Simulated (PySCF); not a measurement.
HfF₃Cl, SMILES [F][Hf]([Cl])([F])[F], multiplicity 1. Atoms are numbered in the order given.

```xyz
5

Hf     0.0000     0.0000    -0.1933
F     -1.5505    -0.8952    -0.8475
F      0.0000     1.7904    -0.8475
F      1.5505    -0.8952    -0.8475
Cl     0.0000     0.0000     2.1650
```

Coordinates come from a B3LYP-D3(BJ)/def2-SVP optimisation. The spin state was assumed, not searched. The structure was generated by enumeration; whether it is a known compound was not checked. The def2 effective core potentials stand for the cores of Hf; spin–orbit coupling is left out.

Level of theory: TDDFT-B3LYP/def2-SVPD (PySCF 2.14.0).

Vertical excitations; the highest root listed may be one member of a degenerate set. Isolated molecule, no solvent. State labels are in the subgroup Cs.

```
state  symmetry  energy (eV)  λ (nm)      f                                             main pairs
-----  --------  -----------  ------  -----  -----------------------------------------------------
S1           A"         6.78     183  0.000                     HOMO→LUMO+1 50 %, HOMO−1→LUMO 50 %
S2           A'         6.86     181  0.001              HOMO−1→LUMO+1, HOMO→LUMO (degenerate set)
S3           A"         6.86     181  0.001              HOMO−1→LUMO, HOMO→LUMO+1 (degenerate set)
S4           A'         7.40     168  0.067  HOMO→LUMO 40 %, HOMO−1→LUMO+1 40 %, HOMO−2→LUMO+3 8 %
S5           A'         7.59     163  0.023          HOMO−1→LUMO+3, HOMO−1→LUMO+2 (degenerate set)
S6           A"         7.59     163  0.023              HOMO→LUMO+3, HOMO→LUMO+2 (degenerate set)
S7           A'         7.64     162  0.015          HOMO−1→LUMO+2, HOMO−1→LUMO+3 (degenerate set)
S8           A"         7.64     162  0.015              HOMO→LUMO+2, HOMO→LUMO+3 (degenerate set)
S9           A'         7.85     158  0.003                         HOMO−2→LUMO+1 (degenerate set)
S10          A"         7.85     158  0.003                           HOMO−2→LUMO (degenerate set)
T1           A'         6.45     192      0                     HOMO−1→LUMO+1 48 %, HOMO→LUMO 48 %
T2           A'         6.59     188      0              HOMO→LUMO, HOMO−1→LUMO+1 (degenerate set)
T3           A"         6.59     188      0              HOMO→LUMO+1, HOMO−1→LUMO (degenerate set)
T4           A"         6.78     183      0                     HOMO−1→LUMO 50 %, HOMO→LUMO+1 50 %
```
Triplets are in the Tamm–Dancoff approximation, which puts them higher than full response would, so one can lie above its singlet here.
